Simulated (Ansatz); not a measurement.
Consider the ligand exchange at the Al–O bond: `[OH][Al]([Br])[O][SiH3]` + NH₃ → `[NH2][Al]([OH])[Br]` + `O[SiH3]`.

Program: Ansatz. Geometries: PBE0-D4/def2-TZVP. ΔE: electronic, gas phase. CCSD(T)/CBS is the MP2 limit (def2-TZVPP, def2-QZVPP) plus CCSD(T) − MP2 in def2-TZVPP, frozen cores. This one scheme is used for every species. Functionals use def2-TZVPP. For Br outer-core shells are correlated without core-valence functions, which leaves a few kJ/mol of doubt a bond. Scalar relativity is left out up to krypton. One conformer a species, not always the lowest.

```tsv
level	ΔE (eV)
PBE	0.64
CCSD/CBS(def2)	0.73
```

(1) What does CCSD(T)/CBS give? (Estimate.)

Largest T1 diagnostic among the species: 0.011.

## Answers

(1) The calculation gave: +0.72 eV. The listed levels differ from it by -0.08, 0.01 eV.

The D4 term adds +0.03 eV with B3LYP and +0.02 eV with PBE0; it sums over pairs of atoms, weighted by their polarisabilities, and B3LYP, whose exchange is more repulsive, gets the larger term. Leaving LDA and LC-ωPBE aside and taking each functional with its dispersion term where it has one, the values, not all of them listed here, spread over 0.13 eV, from revPBE-D4 to BHLYP-D4.

B3LYP here is the variant with VWN-RPA as its local correlation; programs differ in this.
